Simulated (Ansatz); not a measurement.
Cost and result for the atomization energy of BGeH7Si (`B[SiH2][GeH3]`) (10 atoms, 9 bonds).

```xyz
10

B    -1.665   -0.569    0.729
Si   -0.381   -0.597   -0.784
Ge    1.387    0.796    0.049
H    -1.567   -1.349    1.630
H    -2.483    0.298    0.823
H    -0.867    0.024   -2.047
H     0.218   -1.925   -1.090
H     1.976    0.215    1.345
H     0.872    2.215    0.343
H     2.510    0.891   -0.998
```

Charge 0, multiplicity 1. Correlated methods include outer-core shells of Ge, which these sets cover unevenly. Scalar relativity is left out up to krypton. The geometry is a stationary point of PBE0-D4/def2-TZVP. Program: Ansatz. All runs use 2 threads of an Arm Neoverse V1 on a shared host. Times are those of one run each, without the atoms' runs, and a repeat can differ threefold. Electronic energies, without spin–orbit coupling; frozen cores. CCSD(T)/CBS adds CCSD(T) − MP2 in def2-TZVPP to the MP2 limit, and its time is that of the two runs behind it. T1 = 0.013. With those shells the extrapolation isn't a true limit. B3LYP takes the VWN-RPA correlation (the form of Gaussian; ORCA's B3LYP/G). HSE06 is the plane-wave form, built on full-range PBE exchange.

CCSD(T)/CBS is a level of theory with its own doubt, some kJ/mol a heavy atom from the limit and from the frozen cores, so smaller differences don't rank the functionals.

```csv
level,functions,wall time
revPBE-D4/def2-TZVPP,219,2.9 s
PBE-D4/def2-TZVPP (with forces),219,3.6 s
PBE0-D4/def2-TZVPP,219,4 s
HSE06-D4/def2-TZVPP,219,4.6 s
CAM-B3LYP-D4/def2-TZVPP,219,5.5 s
CCSD(T)/def2-SVP,99,5.5 s
B3LYP-D4/def2-TZVPP (with forces),219,6.5 s
PBE-QIDH/def2-TZVPP,219,8 s
ωB97X-V/def2-TZVPP,219,12 s
B97M-V/def2-TZVPP,219,15 s
MP2/def2-QZVPP,426,29 s
CCSD(T)/def2-TZVPP,219,110 s
CCSD(T)/CBS(def2),–,2.3 min
```

Task: What atomization energy does each give, and how far from CCSD(T)/CBS? (An estimate is asked.)

Result: Ansatz gave: 
```json
{"level": "revPBE-D4/def2-TZVPP", "atomization (kJ/mol)": "2771.1", "difference from CCSD(T)/CBS": "-67.9", "per bond": "-7.5"}
{"level": "PBE-D4/def2-TZVPP (with forces)", "atomization (kJ/mol)": "2811.6", "difference from CCSD(T)/CBS": "-27.4", "per bond": "-3.0"}
{"level": "PBE0-D4/def2-TZVPP", "atomization (kJ/mol)": "2812.4", "difference from CCSD(T)/CBS": "-26.6", "per bond": "-3.0"}
{"level": "HSE06-D4/def2-TZVPP", "atomization (kJ/mol)": "2812.5", "difference from CCSD(T)/CBS": "-26.5", "per bond": "-2.9"}
{"level": "CAM-B3LYP-D4/def2-TZVPP", "atomization (kJ/mol)": "2849.1", "difference from CCSD(T)/CBS": "10.1", "per bond": "1.1"}
{"level": "CCSD(T)/def2-SVP", "atomization (kJ/mol)": "2677.2", "difference from CCSD(T)/CBS": "-161.8", "per bond": "-18.0"}
{"level": "B3LYP-D4/def2-TZVPP (with forces)", "atomization (kJ/mol)": "2840.4", "difference from CCSD(T)/CBS": "1.4", "per bond": "0.2"}
{"level": "PBE-QIDH/def2-TZVPP", "atomization (kJ/mol)": "2811.3", "difference from CCSD(T)/CBS": "-27.7", "per bond": "-3.1"}
{"level": "ωB97X-V/def2-TZVPP", "atomization (kJ/mol)": "2863.2", "difference from CCSD(T)/CBS": "24.2", "per bond": "2.7"}
{"level": "B97M-V/def2-TZVPP", "atomization (kJ/mol)": "2878.9", "difference from CCSD(T)/CBS": "39.9", "per bond": "4.4"}
{"level": "MP2/def2-QZVPP", "atomization (kJ/mol)": "2779.6", "difference from CCSD(T)/CBS": "-59.4", "per bond": "-6.6"}
{"level": "CCSD(T)/def2-TZVPP", "atomization (kJ/mol)": "2787.0", "difference from CCSD(T)/CBS": "-52.0", "per bond": "-5.8"}
{"level": "CCSD(T)/CBS(def2)", "atomization (kJ/mol)": "2839.0", "difference from CCSD(T)/CBS": "0.0", "per bond": "0.0"}
```

In def2-TZVPP, CCSD(T) changes the Hartree–Fock value by +598.0 kJ/mol (the triples alone add +22.1 kJ/mol) and MP2 by +560.3 kJ/mol; breaking electron pairs costs correlation energy, which Hartree–Fock lacks. From r2SCAN to r2SCAN0 (25 % exact exchange), in def2-TZVPP and without D4, the atomization energy moves by −16.2 kJ/mol: exact exchange takes away binding that semilocal exchange gives to molecules. The D4 term adds +29.8 kJ/mol with B3LYP and +15.6 kJ/mol with PBE0; it sums over pairs of atoms, weighted by their polarisabilities, and B3LYP, whose exchange is more repulsive, gets the larger term.
